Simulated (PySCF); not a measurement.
Fill in the blanks.

Species: C5H8N2S.
Atom-mapped SMILES: `[CH3:1][CH:2]([CH3:3])[c:4]1[cH:5][n:6][s:7][n:8]1` (hydrogens: H9, H10, H11 on C1; H12 on C2; H13, H14, H15 on C3; H16 on C5)

Structure used (GFN2-xTB), in Å, numbered top down from 1:
```xyz
16
C5H8N2S angstrom
C     -1.0086   -1.3876   -0.1800
C     -0.5277    0.0047   -0.5943
C     -1.3288    1.0940    0.1219
C      0.9290    0.1564   -0.2961
C      1.5495    0.0823    0.9746
N      2.8478    0.2554    0.9287
S      3.2898    0.4996   -0.6147
N      1.8034    0.3854   -1.2532
H     -0.4288   -2.1576   -0.6839
H     -0.9068   -1.5247    0.8943
H     -2.0555   -1.5124   -0.4463
H     -0.6523    0.1199   -1.6755
H     -0.9766    2.0812   -0.1691
H     -1.2306    0.9955    1.2008
H     -2.3815    1.0113   -0.1380
H      1.0700   -0.0944    1.9195
```

```json
{"property": "point group of the GFN2-xTB geometry", "level": "GFN2-xTB", "value": "?"}
{"property": "rotational constants A, B, C of the GFN2-xTB geometry", "level": "GFN2-xTB", "value": "4.116, 1.095, 1.062 GHz"}
{"property": "dipole moment", "level": "PBE0/def2-SVPD", "value": "2.22 D"}
{"property": "HOMO energy", "level": "PBE0/def2-SVPD", "value": "-7.67 eV"}
{"property": "LUMO energy", "level": "PBE0/def2-SVPD", "value": "-1.42 eV"}
{"property": "lowest singlet excitation", "level": "TDDFT PBE0/def2-SVPD", "value": "5.03 eV (246 nm, f = 0.000)"}
{"property": "strongest line among the 6 lowest singlet transitions", "level": "TDDFT PBE0/def2-SVPD", "value": "?"}
{"property": "lowest triplet excitation (Tamm–Dancoff)", "level": "TDA PBE0/def2-SVPD", "value": "3.92 eV"}
{"property": "static isotropic polarisability", "level": "PBE0/def2-SVPD", "value": "?"}
{"property": "electronic spatial extent ⟨r²⟩ about the centre of nuclear charge", "level": "PBE0/def2-SVPD", "value": "1195 bohr²"}
{"property": "13C chemical shifts (computed TMS as zero) by class", "level": "GIAO PBE0/pcSseg-1", "value": "174.0 (C4), 150.3 (C5), 35.1 (C2), 25.5 (C1/C3) ppm"}
{"property": "1H chemical shifts (computed TMS as zero) by class", "level": "GIAO PBE0/pcSseg-1", "value": "8.55 (H16), 3.63 (H12), 1.40 (H9/H10/H11/H13/H14/H15) ppm"}
{"property": "isotropic shieldings of nuclei other than C and H, by class", "level": "GIAO PBE0/pcSseg-1", "value": "-141 (N6), -118 (N8), -9 (S7) ppm"}
```

Gas-phase values; electronic properties from PySCF, density fitting. The structure is a single GFN2-xTB conformer in the gas phase; no vibrational or solvent corrections. NMR classes are plain means over equivalent atoms (diastereotopic ones count apart unless rotation or inversion swaps them), as if these changed places fast; in this geometry the members of some classes differ.

Task: What is the point group of the GFN2-xTB geometry?

Result: Cs.

Task: Give the strongest line among the 6 lowest singlet transitions.

Result: S2 at 5.54 eV (224 nm, f = 0.197).

Task: Give the static isotropic polarisability.

Result: 88.0 au.

The principal polarisabilities are 69.4, 80.2 and 114.2 au; their mean is the isotropic value. The rotational constants make it an asymmetric top with κ = (2B − A − C)/(A − C) = -0.98, nearer the prolate limit (−1). The 6 singlets span 5.03 to 6.95 eV, and their oscillator strengths add up to 0.22. The dipole matches unit charges of opposite sign 0.46 Å apart (1 e·Å = 4.8032 D).
